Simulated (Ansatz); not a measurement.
Input and output for CH$_{3}$BN$_{2}$.

```yaml
crystal:
  periodic: [false, false, false]
  atoms:
    - {symbol: B, position_ang: [-0.442061, 0.652214, -0.534106]}
    - {symbol: N, position_ang: [-1.193747, 0.243247, 0.651442]}
    - {symbol: C, position_ang: [-0.082246, -0.420266, 0.760014]}
    - {symbol: N, position_ang: [0.890635, 0.264179, 0.009432]}
    - {symbol: H, position_ang: [-0.780223, 0.858109, -1.654828]}
    - {symbol: H, position_ang: [0.081453, -1.397130, 1.224556]}
    - {symbol: H, position_ang: [1.587490, -0.268353, -0.502210]}
basis:
  gaussian: {orbitals: pcseg-2}
total_charge: 1
magnetization: {spin_polarized: true, initial_magnetization: 1}
hamiltonian: {xc: {name: wPBEh}}
```

```sh
$ ansatz run in.yaml --threads 2 --pin off --events-out ev --progress --plain --max-ram 4352MiB
```

Output, abridged:

```
Functional definition: wPBEh
798 factors; their error is unknown
69 factors; integrals over basis functions are off by at most 4.4e-7 eV
mean field evaluation 1: about -4710.0576 eV, gradient 6.0e1 eV
mean field evaluation 2: about -4674.6368 eV, gradient 1.0e2 eV
mean field evaluation 4: about -4724.1792 eV, gradient 2.8e1 eV
mean field evaluation 8: about -4727.8115 eV, gradient 4.3e-1 eV
mean field evaluation 16: about -4727.7849 eV, gradient 3.2e-3 eV
mean field evaluation 32: about -4727.7849 eV, gradient 1.6e-5 eV
mean field -4727.78489898 eV, -173.7428904298 hartree, gradient 1.6e-5 eV, S^2 0.776720; 2 other end points of the search recorded, 0 dependent functions left out
reference -4727.78493562 eV, -173.7428917762 hartree; 14, 13 occupied and 148, 149 virtual orbitals, 798 factors
Total energy: -4727.78493562 eV, -173.7428917762 hartree
```

Hardware: 2 threads of an Arm Neoverse V1 on a shared host. Wall time 6 s, peak host memory 0.33 GiB.
